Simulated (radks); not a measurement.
The numbers below are computed, except where a source is named.
Excited configurations of Br: one electron is placed in a higher orbital outside [Ar] 3d10 4s2 4p4. The ground configuration is [Ar] 3d10 4s2 4p5. Code: a radial shooting solver on a logarithmic mesh with Libxc functionals. Model: scalar-relativistic Kohn-Sham, PBE, spin-polarised, spherical densities, finite nucleus; open shells are filled with parallel spins first; Fermi nuclear charge, rms radius 4.1629 fm. Excitation = E - E(ground); binding = E(ion) - E, where the ion is the core of charge +1; n* = 1/sqrt(2 binding) in atomic units, and the quantum defect is n - n*.

4d: excitation (eV) 9.769; binding (eV) 2.080; quantum defect 1.443; eigenvalue (eV) -0.675; <r> (bohr) 7.294
5p: excitation (eV) 9.210; binding (eV) 2.640; quantum defect 2.730; eigenvalue (eV) -1.445; <r> (bohr) 7.460
5d: excitation (eV) 10.508; binding (eV) 1.342; quantum defect 1.816; eigenvalue (eV) -0.732; <r> (bohr) 13.86
5f: excitation (eV) 11.177; binding (eV) 0.672; quantum defect 0.501; eigenvalue (eV) -0.405; <r> (bohr) 28.30
6p: excitation (eV) 10.417; binding (eV) 1.433; quantum defect 2.918; eigenvalue (eV) -0.870; <r> (bohr) 14.92
6d: excitation (eV) 10.992; binding (eV) 0.858; quantum defect 2.018; eigenvalue (eV) -0.534; <r> (bohr) 23.93
7s: excitation (eV) 10.753; binding (eV) 1.096; quantum defect 3.477; eigenvalue (eV) -0.719; <r> (bohr) 20.70
7p: excitation (eV) 10.956; binding (eV) 0.894; quantum defect 3.099; eigenvalue (eV) -0.582; <r> (bohr) 24.85
7d: excitation (eV) 11.255; binding (eV) 0.595; quantum defect 2.219; eigenvalue (eV) -0.394; <r> (bohr) 36.62

The Delta-SCF ionisation energy is 11.850 eV (NIST Atomic Spectra Database: 11.814 eV, measured). Self-interaction in the functional shifts the binding energies and quantum defects, so they are the method's values and not measured ones. Open shells are spherical and high-spin; term and fine-structure splittings are not resolved.
